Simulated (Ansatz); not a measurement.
C2H6BClGe, SMILES `ClC1[BH][GeH2][CH2]1`, relaxed with RKS PBE0-D4/def2-TZVP in the Gaussian-basis code of Ansatz from a PBE-D4/def2-SVP geometry. The force threshold is 0.005 eV/Å; the program also tests the step.

The species carries charge 0 and has multiplicity 1.

Start:

```xyz
11

Cl    1.981    0.786   -0.451
C     0.086    1.046   -0.460
B     0.495    0.765    1.050
Ge   -0.135   -1.212    0.755
C    -0.588   -0.220   -0.964
H    -0.062    2.023   -0.959
H     0.770    1.557    1.923
H     0.866   -2.393    0.617
H    -1.430   -1.748    1.432
H    -1.684   -0.031   -0.968
H    -0.298   -0.572   -1.974
```

```tsv
step	energy (eV)	largest force (eV/Å)	largest move (Å)
1	-71874.4507	0.559	0.000
2	-71874.4881	0.267	0.029
3	-71874.4945	0.122	0.014
4	-71874.4958	0.048	0.012
5	-71874.4961	0.026	0.005
6	-71874.4961	0.024	0.007
7	-71874.4962	0.007	0.003
8	-71874.4962	0.006	0.002
9	-71874.4962	0.002	0.002
```

End:

```xyz
11

Cl    1.938    0.784   -0.467
C     0.090    1.041   -0.451
B     0.491    0.758    1.047
Ge   -0.140   -1.204    0.741
C    -0.583   -0.218   -0.958
H    -0.077    2.004   -0.931
H     0.781    1.536    1.898
H     0.851   -2.374    0.617
H    -1.420   -1.723    1.428
H    -1.662   -0.036   -0.982
H    -0.269   -0.566   -1.942
```

Run time 47 s (4 threads of a server CPU on a shared host); peak host memory 0.69 GiB.
